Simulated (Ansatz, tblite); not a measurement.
Removing and adding an electron: the cluster Cd2S2. Charge 0, multiplicity 1. Geometry: r2SCAN-D4/def2-SVP. Ansatz, gas phase; energy differences of separate SCF runs; the oxidised species was run as a doublet alone; the reduced species was run as a doublet alone.

Cartesian coordinates in Å:
```
Cd 1.070 -0.342 -2.016
Cd -1.070 0.341 2.016
S -1.019 0.048 -0.549
S 1.019 -0.046 0.549
```

In the def2 sets Cd takes a core potential; there is no spin–orbit coupling. The xTB rows come from tblite. LC-ωPBE has ω = 0.4 bohr⁻¹. HOMO above LUMO, or a gap near zero within one spin, warns that the state may not be the lowest or that an electron is smeared out. The order of the spin states hangs on the level: the triplet lies 0.07 eV below the singlet at PBE0-D4/def2-TZVP, but 0.00 eV above it at PBE-D4/def2-TZVP. The singlet is doubtful at PBE0-D4/def2-TZVP (restricted singlet, unstable towards broken spin symmetry). Another isomer (singlet) lies 0.06 eV lower at PBE-D4/def2-TZVP.

```csv
level,−HOMO (eV),vertical IE (eV),−LUMO (eV),vertical EA (eV),HOMO–LUMO gap (eV),IE − EA (eV),remarks
GFN1-xTB,9.55,12.44,8.22,6.42,1.33,6.01,–
GFN2-xTB,9.52,12.58,8.19,5.24,1.33,7.34,–
PBE-D4/def2-TZVP,4.65,7.46,4.20,–,0.44,–,gap within one spin near zero (+1 doublet)
PBE-D4/def2-TZVPD,4.71,–,4.23,2.14,0.47,–,–
r2SCAN-D4/def2-TZVPD,4.92,–,4.26,2.33,0.66,–,–
PBE0-D4/def2-TZVPD,5.81,–,3.74,2.28,2.08,–,–
BHLYP-D4/def2-TZVP,6.28,7.36,3.24,–,3.04,–,–
CAM-B3LYP-D4/def2-TZVP,6.82,7.64,3.17,–,3.64,–,–
LC-ωPBE/def2-TZVP,7.27,7.05,2.41,–,4.86,–,–
```

Run but left out: r2SCAN-D4/def2-TZVP, PBE0-D4/def2-TZVP, B2PLYP/def2-TZVP (singlet: restricted singlet, unstable towards broken spin symmetry); r2SCANh-D4/def2-TZVP (charge +1 doublet: ⟨S²⟩ 1.21, where a pure state has 0.75).   Raw xTB energy differences between charge states are shifted by several eV; the methods need an empirical correction for them.
